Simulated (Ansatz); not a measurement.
`C[NH][GeH][F]` radical at its PBE0-D4/def2-TZVP geometry, where that method's forces vanish. The species carries charge 0 and has multiplicity 2.

```xyz
9

C    -1.0791    0.1036   -0.6616
N     0.3222    0.2598   -0.3389
Ge    1.1270   -0.7148    0.9886
F     2.7257    0.0015    1.0454
H    -1.2875   -0.7167   -1.3589
H    -1.6504   -0.0816    0.2516
H    -1.4678    1.0271   -1.1016
H     0.9031    0.4364   -1.1472
H     0.4067   -0.3153    2.3226
```

Problem. What forces (eV/Å) does PBE-D4/def2-TZVPP give on these atoms in the Gaussian-basis code of Ansatz? (An estimate is asked.)

Solution. Ansatz gave: 
```
C1  -0.061 -0.006 -0.007
N2  -0.161  0.290 -0.013
Ge3 -0.205 -0.772  0.165
F4   0.616  0.310  0.030
H5  -0.062 -0.164 -0.154
H6  -0.119 -0.041  0.179
H7  -0.095  0.189 -0.104
H8   0.217  0.070 -0.286
H9  -0.130  0.125  0.190
```
